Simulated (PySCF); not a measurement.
F5Mo, charge +1, multiplicity 1. Atoms are numbered in the order given.

```xyz
6

Mo     0.0000     0.0000     0.0000
F      0.0000     0.0000     1.7876
F      0.0000     0.0000    -1.7876
F     -1.7583     0.0000     0.0000
F      0.8792     1.5228     0.0000
F      0.8792    -1.5228     0.0000
```
Charge +1, spin multiplicity 1.

The structure is a stationary point at PBE0-D3(BJ)/def2-SVP. The spin state was assumed, not searched. The isomer is the one that the SMILES or the coordinates give; other isomers of the formula were not compared. The def2 effective core potentials stand for the cores of Mo; spin–orbit coupling is left out.

Method: TDDFT-ωB97X/def2-SVPD run with PySCF.

Vertical excitations; the highest root listed may be one member of a degenerate set. Gas-phase values at a fixed geometry. State labels are in the subgroup C2v.

Computed UV-visible absorptions:
```tsv
state	symmetry	energy (eV)	λ (nm)	f	main pairs
S1	B1	5.56	223	0.000	HOMO→LUMO 50 %, HOMO−1→LUMO+1 49 %
S2	A2	5.65	220	0.000	HOMO−4→LUMO 50 %, HOMO−3→LUMO+1 50 %
S3	B1	5.66	219	0.001	HOMO−2→LUMO (degenerate set)
S4	A1	5.66	219	0.001	HOMO−2→LUMO+1 (degenerate set)
S5	B1	5.75	216	0.007	HOMO−1→LUMO+1, HOMO→LUMO, HOMO−2→LUMO (degenerate set)
S6	A1	5.75	216	0.007	HOMO−1→LUMO, HOMO→LUMO+1, HOMO−2→LUMO+1 (degenerate set)
S7	A2	5.84	212	0.000	HOMO−3→LUMO+1, HOMO−4→LUMO (degenerate set)
S8	B2	5.84	212	0.000	HOMO−3→LUMO, HOMO−4→LUMO+1 (degenerate set)
S9	A2	6.62	187	0.000	HOMO−5→LUMO+1, HOMO−7→LUMO, HOMO−6→LUMO+1 (degenerate set)
S10	B2	6.62	187	0.000	HOMO−5→LUMO, HOMO−6→LUMO, HOMO−7→LUMO+1 (degenerate set)
T1	A1	4.95	251	0	HOMO−1→LUMO 50 %, HOMO→LUMO+1 49 %
T2	B1	5.19	239	0	HOMO→LUMO, HOMO−1→LUMO+1, HOMO−2→LUMO (degenerate set)
T3	A1	5.19	239	0	HOMO→LUMO+1, HOMO−1→LUMO, HOMO−2→LUMO+1 (degenerate set)
T4	B2	5.23	237	0	HOMO−3→LUMO 48 %, HOMO−4→LUMO+1 48 %
```
Triplets are in the Tamm–Dancoff approximation, which puts them higher than full response would, so one can lie above its singlet here.
